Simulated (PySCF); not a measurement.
Members of the series GeXY, Y = silyl; each row names its spin state. Gas-phase values, no solvent. One relaxed conformer stands for each flexible species; it need not be the lowest. Strings in code marks are SMILES.

The HOMO from two functionals at the same geometries (PBE0-D3(BJ)/def2-TZVP), both in PySCF: PBE-D3(BJ)/def2-TZVP and PBE0-D3(BJ)/def2-TZVP. 

| species | PBE-D3(BJ)/def2-TZVP (eV) | PBE0-D3(BJ)/def2-TZVP (eV) |
|---|---|---|
| X = silyl, multiplicity 1 (`[SiH3][Ge][SiH3]` (lower singlet)) | -5.72 | -6.65 |
| X = cyano, multiplicity 1 (`[SiH3][Ge][C]#N` (lower singlet)) | -6.23 | -7.20 |
| X = mercapto, multiplicity 1 (`[Ge]([SiH3])[SH]` (lower singlet; Si–Ge–S–H torsion 180°)) | -5.60 | -6.57 |
| X = vinyl, multiplicity 1 (`C=[CH][Ge][SiH3]` (lower singlet; C–C–Ge–Si torsion 177°)) | -5.28 | -6.23 |
| X = formyl, multiplicity 1 (`[CH](=O)[Ge][SiH3]` (lower singlet; O–C–Ge–Si torsion 95°)) | -5.68 | -6.64 |
| X = isocyano, multiplicity 1 (`[Ge]([N+]#[C-])[SiH3]` (lower singlet)) | -6.05 | -6.98 |

Over these rows, drawn at random from the members with no instability flagged (it was tested for open shells, ions and some series alone), PBE minus PBE0-D3(BJ): mean +0.95 eV, from +0.93 eV to +0.97 eV.
